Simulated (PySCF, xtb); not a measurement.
C₂H₉GeNO, SMILES CC[O][GeH2][NH2]. Other conformers were not sampled.

Harmonic wavenumbers (cm⁻¹) from GFN2-xTB run with xtb at its own minimum, in rising order: 22, 64, 114, 152, 208, 226, 309, 483, 518, 567, 628, 644, 676, 769, 800, 833, 945, 1080, 1118, 1145, 1265, 1343, 1398, 1475, 1488, 1492, 1496, 1799, 2063, 2861, 2889, 3037, 3044, 3050, 3425, 3464.

**Question.** What does PySCF with PBE0-D3(BJ)/def2-SVP give at its own minimum? (The exact figures need the calculation; the answer reports its results.)

**Answer.** 41, 96, 151, 160, 259, 306, 337, 387, 517, 669, 710, 716, 802, 816, 854, 896, 954, 1118, 1164, 1177, 1302, 1372, 1422, 1450, 1474, 1505, 1540, 2147, 2176, 2988, 3044, 3058, 3159, 3162, 3604, 3711. Paired by order, the mean absolute difference is 73 cm⁻¹ and the zero-point energies are 67.0 and 70.4 kcal/mol.
